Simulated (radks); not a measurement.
Problem. Radial electron density D(r) = 4 pi r^2 rho(r) of an atom or ion with 56 electrons. Method: scalar-relativistic Kohn-Sham, BP86, spin-polarised, spherical densities, finite nucleus; Fermi nuclear charge, rms radius of each element as measured or else 0.836 A^(1/3) + 0.57 fm; computed with a radial shooting solver on a logarithmic mesh with Libxc functionals.

| r (bohr) | D(r) (e/bohr) | spin D(r) |
|---|---|---|
| 0.003434 | 19.52 | -0.0000167 |
| 0.003998 | 24.08 | -0.00000218 |
| 0.004654 | 29.38 | 0.0000290 |
| 0.005461 | 35.74 | 0.0000933 |
| 0.006358 | 42.42 | 0.000206 |
| 0.007401 | 49.52 | 0.000401 |
| 0.008616 | 56.70 | 0.000729 |
| 0.01003 | 63.50 | 0.00127 |
| 0.01168 | 69.37 | 0.00213 |
| 0.01359 | 73.72 | 0.00347 |
| 0.01583 | 76.04 | 0.00549 |
| 0.01857 | 76.04 | 0.00864 |
| 0.02162 | 73.97 | 0.0129 |
| 0.02517 | 70.75 | 0.0185 |
| 0.0293 | 67.86 | 0.0255 |
| 0.03411 | 67.04 | 0.0334 |
| 0.03971 | 69.77 | 0.0412 |
| 0.04623 | 76.48 | 0.0469 |
| 0.05382 | 85.89 | 0.0480 |
| 0.06316 | 95.38 | 0.0416 |
| 0.07353 | 100.1 | 0.0278 |
| 0.0856 | 97.96 | 0.00963 |
| 0.09965 | 89.67 | -0.00438 |
| 0.116 | 79.55 | -0.00234 |
| 0.1351 | 73.55 | 0.0258 |
| 0.1572 | 75.18 | 0.0805 |
| 0.183 | 82.02 | 0.150 |
| 0.2148 | 86.42 | 0.221 |
| 0.2501 | 80.34 | 0.292 |
| 0.2911 | 63.96 | 0.406 |
| 0.3389 | 45.02 | 0.623 |
| 0.3945 | 33.11 | 0.965 |
| 0.4593 | 31.60 | 1.37 |
| 0.5347 | 35.41 | 1.68 |
| 0.6225 | 36.61 | 1.80 |
| 0.7305 | 31.29 | 1.73 |
| 0.8504 | 22.68 | 1.65 |
| 0.99 | 15.12 | 1.67 |
| 1.152 | 10.68 | 1.76 |
| 1.342 | 8.572 | 1.77 |
| 1.562 | 7.071 | 1.56 |
| 1.818 | 5.260 | 1.16 |
| 2.117 | 3.306 | 0.731 |
| 2.484 | 1.689 | 0.425 |
| 2.892 | 0.8350 | 0.325 |
| 3.367 | 0.5011 | 0.339 |
| 3.919 | 0.3953 | 0.355 |
| 4.563 | 0.3109 | 0.304 |
| 5.312 | 0.1971 | 0.196 |
| 6.184 | 0.09251 | 0.0924 |
| 7.199 | 0.03086 | 0.0309 |
| 8.448 | 0.006606 | 0.00661 |
| 9.835 | 0.001028 | 0.00103 |
| 11.45 | 0.0001022 | 0.000102 |

What is the nuclear charge?

Solution. Z = 58. The innermost maximum, from 1s, lies near gamma/Z bohr with gamma = sqrt(1 - (Z/c)^2) = 0.906, here 0.0156 bohr (found: 0.0171), and its height grows with Z. The density is that of the cerium ion Ce2+ in [Kr] 4d10 4f2 5s2 5p5 6p1; the configuration itself is not fixed sharply by these data, and Z only to a few units. D(r) has 4 maxima, at r = 0.0171, 0.0759, 0.215, 0.598 bohr, and minima at 0.0330, 0.141, 0.434 bohr, inside which lie 1.96, 11.13, 29.00 electrons.
